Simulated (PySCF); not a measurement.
A structure optimised at PBE0-D3(BJ)/def2-SVP, used in a PySCF frequency run:

```
C
H 1 1.0975
H 1 1.0977 2 110.59
H 1 1.1004 2 109.35 3 -120.79
S 1 1.8182 2 110.20 4 -116.24
Se 5 2.1359 1 104.48 2 -65.52
F 6 1.7823 5 102.72 1 84.30
```

Write its SMILES and formula.

CS[Se]F, CH3FSSe

What are its rotational constants (standard atomic weights)?

6.9465, 2.1809, 1.9810 GHz
